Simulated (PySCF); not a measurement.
# Dipole moment and polarisability of `C=C[P@@H](=O)CCC`

C5H11OP.
Geometry (GFN2-xTB, Å), atoms numbered from 1 in this order:
```xyz
18
C5H11OP angstrom
C      2.695   -1.756    1.095
C      2.182   -0.558    0.876
P      0.704   -0.414   -0.157
O      0.225   -1.674   -0.728
C     -0.521    0.468    0.889
C     -1.884    0.457    0.210
C     -1.852    1.220   -1.105
H      3.568   -1.924    1.706
H      2.230   -2.622    0.648
H      2.603    0.346    1.293
H      1.105    0.531   -1.104
H     -0.562   -0.076    1.839
H     -0.180    1.486    1.087
H     -2.632    0.891    0.880
H     -2.163   -0.581    0.014
H     -1.525    2.247   -0.951
H     -2.838    1.236   -1.564
H     -1.163    0.730   -1.794
```

Level: B3LYP/def2-SVPD (PySCF), static field, nuclei fixed, core orbitals frozen in the response. The polarisability tensor in these axes (au):

```
x    97.33 -14.83   9.37
y   -14.83  88.36  -4.07
z     9.37  -4.07  77.58
```

Give the principal values, the mean and the anisotropy Δα = √{½[(α1 − α2)² + (α2 − α3)² + (α1 − α3)²]}.

Principal values 73.39, 78.58 and 111.29 au; mean 87.75 au = 13.00 Å³ = 14.47 × 10⁻⁴⁰ C²·m²/J; Δα = 35.59 au (41 % of the mean).

What is the dipole moment, and where does it point?

(0.91, 2.92, 2.14) D, 3.73 D in size, pointing from the negative to the positive side. Measured along this direction, the outermost atoms are O4 at the negative end and H13 and H10 at the positive end.

What would n − 1 = 2πNα be for an ideal gas of these molecules at 400 K and 1 atm, electronic part alone?

N = p/kT = 1.8347 × 10¹⁹ cm⁻³, so n − 1 = 2π × N × 13.00 × 10⁻²⁴ cm³ = 1499 × 10⁻⁶ at long wavelengths, for an ideal gas.

Directions of the eigenvectors, and the extent of the frame along each?

Largest value along (0.78, -0.56, 0.28), where the nuclei span 7.69 Å; middle along (0.39, 0.79, 0.47), 3.48 Å; least along (-0.48, -0.25, 0.84), 3.43 Å. 

Give the eigenvalues of the traceless quadrupole moment Θ = ½Σq(3rr − r²1), origin at the centre of nuclear charge.

-8.16, -0.32, 8.48 D·Å. The values depend on the origin, since the dipole doesn't vanish. The electronic extent ⟨r²⟩ about the same centre is 1147 bohr², a root-mean-square distance of 2.24 Å for the 64 electrons.

Form Σ f/ω² (atomic units) for the 8 lowest TDDFT singlets, given as eV and f, and set it beside the mean polarisability, which is this sum over all singlets: 5.70, 0.0117; 5.80, 0.0174; 6.89, 0.0113; 7.06, 0.0040; 7.26, 0.2439; 7.32, 0.1611; 7.45, 0.0201; 7.51, 0.0181.

They add up to 7.04 au, 8.0 % of the 87.75 au; the largest single term is 3.42 au, from the state at 7.26 eV. Terms in order: 0.27, 0.38, 0.18, 0.06, 3.42, 2.23, 0.27, 0.24 au. Higher excitations give the rest. The strengths listed sum to 0.488.

The structure is a single GFN2-xTB conformer in the gas phase; no vibrational or solvent corrections.
